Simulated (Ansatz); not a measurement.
Start from `C=C[SiH](N)CC` and change one atom or group to get `CC[SiH](N)[SiH3]`.

Ansatz, PBE0-D4/def2-TZVP geometries, multiplicity 1. Each molecule was computed in one conformer, which needn't be the lowest.

```tsv
property	`C=C[SiH](N)CC`
HOMO–LUMO gap (B3LYP/def2-TZVPP) / eV	6.56
HOMO–LUMO gap (ωB97M-V/def2-TZVPP) / eV	11.40
HOMO energy (ωB97M-V/def2-TZVPP) / eV	-9.54
HOMO–LUMO gap (PBE0/def2-TZVPP) / eV	7.01
size of the dipole moment (ωB97M-V/def2-TZVPP) / D	1.12
size of the dipole moment (PBE/def2-TZVPP) / D	1.06
```

(1) Give the same properties after the change, and the shifts. (An estimate is asked.)

Answers

(1) The calculation gave: 
| property | `CC[SiH](N)[SiH3]` | shift |
| --- | --- | --- |
| HOMO–LUMO gap (B3LYP/def2-TZVPP) / eV | 6.96 | 0.40 |
| HOMO–LUMO gap (ωB97M-V/def2-TZVPP) / eV | 11.28 | -0.12 |
| HOMO energy (ωB97M-V/def2-TZVPP) / eV | -9.52 | 0.02 |
| HOMO–LUMO gap (PBE0/def2-TZVPP) / eV | 7.39 | 0.38 |
| size of the dipole moment (ωB97M-V/def2-TZVPP) / D | 1.37 | 0.25 |
| size of the dipole moment (PBE/def2-TZVPP) / D | 1.40 | 0.34 |

With PBE0 the HOMO falls by 0.05 eV and the LUMO rises by 0.33 eV, so the gap widens by about 0.38 eV. PBE moves the HOMO by -0.09 eV and ωB97M-V by 0.02 eV. Dipoles are sizes alone; their direction can turn.

B3LYP here is the variant with VWN-RPA as its local correlation; programs differ in this.
